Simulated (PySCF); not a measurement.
hexafluorodisiloxane (F₆OSi₂), SMILES [Si](F)(F)(F)O[Si](F)(F)F. Atoms are numbered in the order given.

```xyz
9

F     -1.4940     2.1349    -0.0448
Si     0.0007     1.5898     0.0344
F      0.7723     2.3651     1.1911
F      0.7261     1.8746    -1.3562
O      0.0000     0.0000     0.3518
Si    -0.0007    -1.5898     0.0344
F     -0.7261    -1.8746    -1.3562
F      1.4940    -2.1349    -0.0448
F     -0.7723    -2.3651     1.1911
```

Geometry: B3LYP-D3(BJ)/def2-SVP. One conformer was computed; it need not be the lowest.

Method: HF/def2-TZVP (PySCF).

Gas-phase values at a fixed geometry.

Computed frontier levels, gap, dipole moment:
| Quantity | Value |
|---|---|
| highest occupied level | -16.61 eV |
| lowest empty level | 3.22 eV |
| orbital gap | 19.83 eV |
| dipole moment | 0.21 D |
| quadrupole, principal values (traceless, Buckingham form, about the centre of nuclear charge) | -1.02, 0.51, 0.51 D·Å |
